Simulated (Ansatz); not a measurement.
Isolated molecules relaxed with PBE0-D4/def2-TZVP in Ansatz; ΔE leaves out vibrations. CCSD(T)/CBS adds triple-zeta CCSD(T) − MP2 to the extrapolated MP2 energy (def2 sets, frozen cores). DFT in def2-TZVPP. B3LYP here is the variant with VWN-RPA as its local correlation; programs differ in this. For Ge outer-core shells are correlated without core-valence functions, which leaves a few kJ/mol of doubt a bond. Scalar relativity is left out up to krypton. One conformer a species, not always the lowest.

Reaction (formal exchange of groups at a B–C bond): `C#CBN` + `SC[S][GeH3]` → `NB[S][GeH3]` + `C#CCS`

`C#CBN`:

Cartesian coordinates in Å:
```
C 0.000 2.177 0.156
C -0.024 1.010 -0.150
B -0.058 -0.457 -0.574
N 0.051 -1.463 0.375
H 0.020 3.208 0.424
H -0.178 -0.755 -1.726
H 0.034 -2.439 0.136
H 0.155 -1.280 1.359
```

`SC[S][GeH3]`:

Z-matrix (Å, degrees):
```
C
S 1 1.805
S 1 1.812 2 110.5
H 1 1.090 2 110.3 3 122.1
H 1 1.090 2 105.7 3 -119.8
Ge 2 2.228 1 99.8 3 -65.5
H 3 1.346 1 96.8 2 167.4
H 6 1.533 2 112.3 1 83.0
H 6 1.535 2 104.8 1 -157.4
H 6 1.537 2 107.6 1 -39.0
```

`NB[S][GeH3]`:

```xyz
10

N    -2.258    0.701   -0.100
B    -0.898    0.451    0.048
S    -0.187   -1.096   -0.594
Ge    1.930   -0.773   -0.003
H    -2.898    0.068   -0.551
H    -2.687    1.543    0.240
H    -0.212    1.263    0.598
H     2.699   -2.013   -0.479
H     2.034   -0.633    1.523
H     2.478    0.491   -0.683
```

`C#CCS`:

Cartesian coordinates in Å:
```
C 1.582 1.370 -0.026
C 0.656 0.627 0.142
C -0.460 -0.275 0.327
S -0.785 -1.164 -1.236
H 2.403 2.031 -0.170
H -1.349 0.288 0.616
H -0.229 -0.996 1.113
H -1.817 -1.882 -0.766
```

Task: Is it downhill or uphill in electronic energy at CCSD(T)/CBS, and by how much? (Best estimate.)

Result: Computed: Downhill: ΔE = -39.5 kJ/mol.

Task: What do these levels give: PBE-D4, r2SCAN-D4, B3LYP-D4, PBE, r2SCAN, PBE0, CCSD/def2-TZVPP, CCSD(T)/def2-TZVPP, HF/def2-QZVPP, MP2/def2-QZVPP, MP2/CBS(def2), CCSD/CBS(def2)? (An estimate is asked.)

Result: Computed: PBE-D4 -41.8, r2SCAN-D4 -44.4, B3LYP-D4 -39.5, PBE -44.2, r2SCAN -44.9, PBE0 -48.1, CCSD/def2-TZVPP -45.3, CCSD(T)/def2-TZVPP -43.7, HF/def2-QZVPP -48.4, MP2/def2-QZVPP -42.8, MP2/CBS(def2) -41.3, CCSD/CBS(def2) -41.1 kJ/mol.

Largest T1 diagnostic among the species: 0.014.

In def2-TZVPP, CCSD(T) changes the Hartree–Fock value by +5.4 kJ/mol (the triples alone add +1.6 kJ/mol) and MP2 by +3.7 kJ/mol. The D4 term adds +4.1 kJ/mol with B3LYP and +2.1 kJ/mol with PBE0; it sums over pairs of atoms, weighted by their polarisabilities, and B3LYP, whose exchange is more repulsive, gets the larger term.
